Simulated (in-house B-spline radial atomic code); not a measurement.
Ionising Xe⁺ with different functionals

Computed with an all-electron radial atomic-structure program (B-spline basis): scalar-relativistic (spin-free X2C) Hamiltonian, Fermi nucleus of rms radius 4.7859 fm, spin-polarised at highest spin, spherical fractional occupations for the functionals, the average over the highest-spin determinants for Hartree-Fock. The ionisation energy is the difference of two self-consistent energies, [Kr] 4d10 5s2 5p5 → [Kr] 4d10 5s2 5p4, without Breit or QED terms; ε is the level of the shell that loses the electron (its least bound occupied spin orbital). There is no spin-orbit coupling in this Hamiltonian.

Hybrids are left out here: with spherical fractional occupations of an open shell their exact exchange keeps a self-interaction that integer-occupation calculations don't have.

```csv
method,rung,ΔSCF (eV),-ε(5p) (eV)
Hartree-Fock,Hartree-Fock,20.07,20.69
LDA VWN5,LDA,21.42,16.87
LDA PW92,LDA,21.42,16.87
LDA exchange-only,LDA,19.89,15.45
PBE,GGA,21.11,16.63
PBEsol,GGA,21.16,16.66
BLYP,GGA,21.01,16.48
RPBE,GGA,21.03,16.57
PW91,GGA,21.19,16.70
BP86,GGA,21.27,16.76
AM05,GGA,21.13,16.63
OLYP,GGA,20.93,16.49
TPSS,meta-GGA,21.17,16.71
SCAN,meta-GGA,21.25,16.86
r2SCAN,meta-GGA,21.24,16.87
revTPSS,meta-GGA,21.16,16.72
```

How do they compare with the NIST value?

NIST lists 20.975 eV ± 0.004 (semi-empirical, ground level to ground level). Errors run from -1.08 to +0.45 eV; BLYP is closest (+0.04 eV), but part of that can be cancellation, since the calculations leave out spin-orbit coupling, Breit-QED terms, multiplet and fine-structure energies. Hartree-Fock also lacks correlation.
